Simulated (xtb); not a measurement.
hydrogen chloride (HCl), singlet, geometry from GFN2-xTB. Base run: GFN2-xTB (xtb 6.7.1).

Here is a job for xtb.
```
$ xtb mol.xyz --gfn 2 --json

# file mol.xyz
2

Cl    -0.00000000    -0.00000000    -0.07094563
H      0.00000000     0.00000000     1.20607566
```

Each row names what was changed in the base input (with any setting that the change needs).

```tsv
change	ΔE vs base (mEh)	HOMO-LUMO gap (eV)	dipole (D)	G_solv (kcal/mol)	SCF cycles
base	0.000	9.18	1.05	-	9
gbsa = methanol	…	…	…	…	9
etemp = 3000	0.000	9.18	1.05	-	9
alpb = acetonitrile	-6.638	9.60	1.14	-5.20	9
etemp = 10000	-0.928	9.16	1.08	-	9
acc = 30	0.000	9.18	1.05	-	7
```

Q: Some entries are withheld; supply them.

A: 
- gbsa = methanol, ΔE vs base (mEh): -9.055
- gbsa = methanol, HOMO-LUMO gap (eV): 9.73
- gbsa = methanol, dipole (D): 1.17
- gbsa = methanol, G_solv (kcal/mol): -7.41

ALPB and GBSA are two models with their own fitted parameters for each solvent, which aren't always the measured dielectric constant.
